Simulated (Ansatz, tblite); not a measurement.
Removing and adding an electron: cis-Sn(H2O)2Cl4 (SnCl4O2H4). Total charge 0; singlet. Geometry: PBE0-D4/def2-SVP. Ansatz, gas phase; energy differences of separate SCF runs; the oxidised species was run as a doublet alone; the reduced species was run as a doublet alone.

```
atom    x (Å)    y (Å)    z (Å)
 Sn1  -0.2061  -0.6646   0.3121
  O2   1.7416   0.5080  -0.2204
  H3   1.9015   0.1782  -1.1223
  H4   2.4362   0.1203   0.3345
 Cl5  -2.4084  -1.4835   0.5274
  O6  -1.1989   1.2419  -0.6000
  H7  -1.2929   1.7888   0.1999
  H8  -2.0968   0.9727  -0.8488
 Cl9   1.2425  -2.2806   1.2381
Cl10  -0.2228   0.8367   2.1723
Cl11   0.1041  -1.2178  -1.9930
```

In the def2 sets Sn takes a core potential; there is no spin–orbit coupling. The xTB rows come from tblite. HOMO above LUMO, or a gap near zero within one spin, warns that the state may not be the lowest or that an electron is smeared out.

Estimate orbital energies and vertical ionisation energies and electron affinities at: GFN1-xTB; GFN2-xTB; HF/def2-SVP; HF/def2-TZVP; PBE-D4/def2-SVP; PBE-D4/def2-TZVP; PBE0-D4/def2-SVP; PBE0-D4/def2-TZVP.


| level | −HOMO (eV) | vertical IE (eV) | −LUMO (eV) | vertical EA (eV) | HOMO–LUMO gap (eV) | IE − EA (eV) | remarks |
| --- | --- | --- | --- | --- | --- | --- | --- |
| GFN1-xTB | 12.58 | 14.68 | 9.88 | 7.79 | 2.70 | 6.89 | – |
| GFN2-xTB | 11.79 | 14.10 | 9.61 | 7.47 | 2.18 | 6.63 | – |
| HF/def2-SVP | – | – | – | -0.28 | – | – | – |
| HF/def2-TZVP | 12.16 | 10.36 | -0.96 | – | 13.12 | – | – |
| PBE-D4/def2-SVP | 7.03 | – | 3.41 | 0.74 | 3.62 | – | HOMO above zero (-1 doublet) |
| PBE-D4/def2-TZVP | 7.36 | 9.87 | 3.68 | – | 3.67 | – | gap within one spin near zero (+1 doublet) |
| PBE0-D4/def2-SVP | 8.56 | – | 2.66 | 0.81 | 5.91 | – | HOMO above zero (-1 doublet) |
| PBE0-D4/def2-TZVP | 8.80 | 10.58 | 2.86 | – | 5.94 | – | – |

   A HOMO above zero means that the electron is unbound at that level or that self-interaction error raises the level; the energy of removing that electron tells which. Raw xTB energy differences between charge states are shifted by several eV; the methods need an empirical correction for them. Sets without diffuse functions give affinities that are too small. A negative affinity means that the extra electron isn't bound; its size then hangs on the basis.
